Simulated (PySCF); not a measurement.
**Electron correlation in Ne³⁺ (neon, charge +3)**

[He] 2s2 2p3, high-spin 4S determinant. Calculation: PySCF 2.14, in x2c-TZVPall; the spin-free X2C one-electron Hamiltonian (Gaussian nucleus). Frozen: 1s2; 5 electrons correlated.

MP2 pair energies summed by pair of shells (mhartree):

```json
{"pair": "2s-2p", "energy": "-65.81", "share (%)": "67.1"}
{"pair": "2p-2p", "energy": "-22.87", "share (%)": "23.3"}
{"pair": "2s-2s", "energy": "-9.32", "share (%)": "9.5"}
```

Total MP2 correlation energy: -98.00 mhartree.

Same-spin part -27.61 and opposite-spin part -70.40 mhartree; SCS-MP2 scales them by 1/3 and 6/5 to -93.68 mhartree.

```csv
level,correlation energy (mhartree)
CCSD,-111.29
(T),-0.87
CCSD(T),-112.16
```

Diagnostics: T1 = 0.0020, D1 = 0.0045, largest double amplitude 0.030.

Cost of the coupled-cluster step: 0.38 s of wall time on 1 thread of Neoverse-N1 (shared host), for 5 correlated electrons.

Iterations:

```
CC2 = 0
CCSD nocc = (np.int64(4), np.int64(1)), nmo = (30, 30)
frozen orbitals [[0], [0]]
max_cycle = 100
direct = 0
conv_tol = 1e-08
conv_tol_normt = 1e-06
diis_space = 8
diis_start_cycle = 0
Init t2, MP2 energy = -0.0980044469329935
Init E_corr(UCCSD) = -0.0980044469329964
cycle = 1  E_corr(UCCSD) = -0.108888938319338  dE = -0.0108844914  norm(t1,t2) = 0.0164226
cycle = 2  E_corr(UCCSD) = -0.110684974027647  dE = -0.00179603571  norm(t1,t2) = 0.00454974
cycle = 3  E_corr(UCCSD) = -0.111307462194881  dE = -0.000622488167  norm(t1,t2) = 0.00149598
cycle = 4  E_corr(UCCSD) = -0.111287532241333  dE = 1.99299535e-05  norm(t1,t2) = 0.000159682
cycle = 5  E_corr(UCCSD) = -0.111290040243434  dE = -2.5080021e-06  norm(t1,t2) = 2.21842e-05
cycle = 6  E_corr(UCCSD) = -0.111290045637692  dE = -5.39425882e-09  norm(t1,t2) = 7.92717e-07
UCCSD converged
E(UCCSD) = -124.3521278985471  E_corr = -0.1112900456376924
UCCSD(T) correction = -0.000869557213344634
```
